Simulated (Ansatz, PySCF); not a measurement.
Complex: H2S (SMILES S) (first 3 atoms) with CHN (SMILES C#N); geometry from B3LYP-D3(BJ)/def2-TZVP.
(charge 0, multiplicity 1):
```xyz
6

S      0.2190     0.0231    -0.8022
H      0.3110    -0.0499     0.5374
H     -0.0105    -1.2940    -0.9229
C      0.5791    -0.1106     4.0462
N      0.4779    -0.1653     2.9068
H      0.6731    -0.0600     5.1079
```

Monomers are frozen at their geometry in the pair; levels with a basis set take the counterpoise correction. Rows marked so take none.

Rows in 6-31G* carry no dispersion term and start afresh at each structure (6-31G* with six Cartesian d functions). MP2/6-31G* freezes PySCF's default core.

Run with Ansatz (Gaussian basis) for Hartree–Fock, density functionals and correlated methods; PySCF for 6-31G* rows. Each number belongs to the level named beside it.

One of these levels gives -11.7 kJ/mol for the interaction energy. Which?
(A) PBE/def2-TZVPPD
(B) MP2/6-31G* (no counterpoise)
(C) SVWN5/def2-TZVPPD

B, MP2/6-31G* (no counterpoise). The others give -15.0 (SVWN5/def2-TZVPPD), -8.4 (PBE/def2-TZVPPD)

Ansatz is a quantum-chemistry and plane-wave program.
